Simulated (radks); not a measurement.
Values are calculated unless marked as measured or tabulated.
All-electron atom: Sc+ in [Ar] 3d1 4s1.

Level of theory: scalar-relativistic Kohn-Sham, BLYP, spin-polarised, spherical densities, finite nucleus; open shells are filled with parallel spins first; Fermi nuclear charge, rms radius 3.5459 fm (a radial shooting solver on a logarithmic mesh with Libxc functionals).

Energy parts (Ry):
total: -1528.15042
kinetic: 1539.87387
electron-nucleus: -3619.71123
Hartree: 629.68331
exchange-correlation: -77.99637

Orbitals (lengths in bohr, moments of r in powers of bohr; r(90%) holds 90 % of the orbital's charge):
orbital,occ.,eigenvalue (Ry),r(90%)
1s up,1,-323.8473,0.130
1s down,1,-323.8448,0.130
2s up,1,-35.37641,0.535
2s down,1,-35.35799,0.534
2p up,3,-29.06464,0.507
2p down,3,-29.04966,0.507
3s up,1,-4.56713,1.61
3s down,1,-4.50047,1.61
3p up,3,-2.99757,1.80
3p down,3,-2.93090,1.80
3d up,1,-0.75534,2.99
4s up,1,-0.74488,4.85
3d down,0,-0.68559,2.97

The highest occupied level is 4s up at -10.135 eV. Spin moment in Bohr magnetons: 2. Summed over all electrons, <r^2> = 29.51 bohr^2, which gives a Langevin (diamagnetic) susceptibility term of -23.4 x 10^-6 cm^3/mol. The electron density at the nucleus is 7300 e/bohr^3 (large components only).
